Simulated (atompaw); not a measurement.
## Varying the PAW (atompaw) potential for rhodium

Base potential:

```
Element                 : Rh
Generator               : atompaw 4.2.0.5
Type                    : PAW
Functional              : PBEsol
Relativity              : non-relativistic
Frozen core             : [Kr]
Valence charge          : 9
Reference configuration : 4d8 5s0 5p1
Partial waves           : 5s (bound, empty): rc 3.00 bohr; 5s channel at 1.85 Ry: rc 3.00 bohr; 5p (bound): rc 3.00 bohr; 5p channel at 1.95 Ry: rc 3.00 bohr; 4d (bound): rc 3.00 bohr; 4d channel at 0.55 Ry: rc 1.85 bohr
Local potential         : bessel scheme, radius 2.75 bohr
Core correction         : smooth core density matched at 2.10 bohr
Augmentation charge     : sinc compensation charge, radius 2.55 bohr; PAW radius 3.00 bohr; waves and projectors: custom rrkj vanderbiltortho
```

All-electron outer shells of the reference configuration (PBEsol, non-relativistic, ld1.x):

```json
{"shell": "4p", "level (eV)": "-50.68", "outermost node (bohr)": "0.48", "outermost maximum (bohr)": "0.96"}
{"shell": "4d", "level (eV)": "-7.94", "outermost node (bohr)": "0.46", "outermost maximum (bohr)": "1.14"}
{"shell": "5s", "level (eV)": "-5.02", "outermost node (bohr)": "1.23", "outermost maximum (bohr)": "2.70"}
{"shell": "5p", "level (eV)": "-1.67", "outermost node (bohr)": "1.37", "outermost maximum (bohr)": "3.78"}
```

Cutoffs, loose and tight: the cutoffs (Ry, on a coarse ladder) from which the occupation-weighted sum of valence levels, in a spherical-Bessel basis at the reference potential, stays within 10 and 1 mRy of its value at 400 Ry. They see the waves, projectors and local potential, not the compensation charge or the core. A dash means not determined.

| change | outcome | cutoff, loose | cutoff, tight | bound ghosts |
| --- | --- | --- | --- | --- |
| base | generated | 10 Ry | 18 Ry | none |
| all radii scaled by about 0.77 (s 2.30, p 2.30, d 2.30 bohr); local potential bessel scheme, radius 2.10 bohr; augmentation sinc compensation charge, radius 1.96 bohr; PAW radius 2.30 bohr; waves and projectors: custom rrkj vanderbiltortho; core correction smooth core density matched at 1.60 bohr | generated | 21 Ry | 35 Ry | none |
| all radii scaled by about 0.90 (s 2.70, p 2.70, d 2.70 bohr); local potential bessel scheme, radius 2.48 bohr; augmentation sinc compensation charge, radius 2.30 bohr; PAW radius 2.70 bohr; waves and projectors: custom rrkj vanderbiltortho; core correction smooth core density matched at 1.90 bohr | generated | 15 Ry | 21 Ry | none |
| all radii scaled by about 1.05 (s 3.14, p 3.14, d 3.14 bohr); local potential bessel scheme, radius 2.88 bohr; augmentation sinc compensation charge, radius 2.66 bohr; PAW radius 3.14 bohr; waves and projectors: custom rrkj vanderbiltortho; core correction smooth core density matched at 2.20 bohr | generated | 10 Ry | 15 Ry | none |
| all radii scaled by about 1.13 (s 3.40, p 3.40, d 3.40 bohr); local potential bessel scheme, radius 3.12 bohr; augmentation sinc compensation charge, radius 2.90 bohr; PAW radius 3.40 bohr; waves and projectors: custom rrkj vanderbiltortho; core correction smooth core density matched at 2.38 bohr | generated | 8 Ry | 10 Ry | none |
| all radii scaled by about 1.23 (s 3.68, p 3.68, d 3.68 bohr); local potential bessel scheme, radius 3.38 bohr; augmentation sinc compensation charge, radius 3.14 bohr; PAW radius 3.68 bohr; waves and projectors: custom rrkj vanderbiltortho; core correction smooth core density matched at 2.58 bohr | generated | 8 Ry | 8 Ry | none |
| all radii scaled by about 1.28 (s 3.84, p 3.84, d 3.84 bohr); local potential bessel scheme, radius 3.52 bohr; augmentation sinc compensation charge, radius 3.26 bohr; PAW radius 3.84 bohr; waves and projectors: custom rrkj vanderbiltortho; core correction smooth core density matched at 2.70 bohr | generated | 6 Ry | 8 Ry | none |

**Question.** What comes out with this change to the base: all radii scaled by about 0.97 (s 2.90, p 2.90, d 2.90 bohr); local potential bessel scheme, radius 2.66 bohr; augmentation sinc compensation charge, radius 2.46 bohr; PAW radius 2.90 bohr; waves and projectors: custom rrkj vanderbiltortho; core correction smooth core density matched at 2.04 bohr?

**Answer.** outcome: generated; cutoff, loose: 12 Ry; cutoff, tight: 18 Ry; bound ghosts: none.

**Question.** What comes out with this change to the base: all radii scaled by about 0.81 (s 2.44, p 2.44, d 2.44 bohr); local potential bessel scheme, radius 2.24 bohr; augmentation sinc compensation charge, radius 2.08 bohr; PAW radius 2.44 bohr; waves and projectors: custom rrkj vanderbiltortho; core correction smooth core density matched at 1.70 bohr?

**Answer.** outcome: generated; cutoff, loose: 18 Ry; cutoff, tight: 30 Ry; bound ghosts: none.

Reading the sweep of the scale of all radii (base = 1) (base included, trends over the rows without a ghost): The loose cutoff falls from 21 Ry at 0.77 to 6 Ry at 1.28. A larger radius leaves more room for a smooth pseudo-wave, so fewer plane waves are needed; a smaller one forces it to follow the all-electron wave where it bends sharply.
